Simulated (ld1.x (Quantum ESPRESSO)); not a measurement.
# Configuration tests for holmium (Ho) (TM)

```json
{"Element": "Ho", "Generator": "ld1.x (Quantum ESPRESSO) 7.5", "Type": "norm-conserving Troullier–Martins (Kleinman–Bylander form)", "Functional": "LDA (PZ)", "Relativity": "fully relativistic", "Frozen core": "[Xe]", "Valence charge": "13", "Reference configuration": "4f11 5d0 6s2 6p0", "Partial waves": "6s (bound): rc 2.50 bohr; 6p (bound, empty): rc 2.95 bohr; 5d (bound, empty): rc 3.80 bohr; 4f (bound): rc 0.75 bohr", "Local potential": "the f channel", "Core correction": "Bessel-smoothed model core inside 0.70 bohr"}
```

Open shells are filled in proportion to 2j + 1 (rel_dist='average').

Energies are relative to the spin-unpolarised reference configuration 4f11 5d0 6s2 6p0; without spin polarisation the order of configurations can differ from experiment. Not all tests gave a result: 2 of 7 tests not solved or not reliable. Left out of the table: 4f10 5d0 6s2 6p0 (solver errors, printed error -14.1 eV); 4f12 5d0 6s0 6p0 (solver errors, printed error -1325 eV). The f channel is local and has no spin–orbit splitting in the pseudo-atom.

```csv
valence configuration,charge,ΔE all-electron (eV),error AE − PS (meV)
4f11 5d0 6s1 6p0,+1,6.531,-8.1
4f11 5d0 6s0 6p0,+2,18.554,-66
4f11 5d1 6s0 6p0,+1,8.872,+1.3
4f11 5d0 6s1 6p1,0,2.830,-2.1
```

**Question.** What are ΔE and the potential's error for 4f10 5d0 6s0 6p0?

**Answer.** ΔE = 44.760 eV all-electron; the error (AE − PS) is -1452 meV.

These tests converged, but a pseudo level misses the all-electron one widely, so the file describes the atom poorly there or has found another state: 4f10 5d0 6s0 6p0: 4f by 3.3 eV (a node warning on the way).

A Bessel basis up to 400 Ry misses an occupied level by 0.03 Ry, so cutoffs were not judged. Note: ghost states, extra bound levels that the all-electron valence spectrum of the same l lacks: s at -1479.2 eV, s at -389.8 eV, s at -27.8 eV (other channels not judged). The potential misses its own reference levels by up to 0.6 eV.
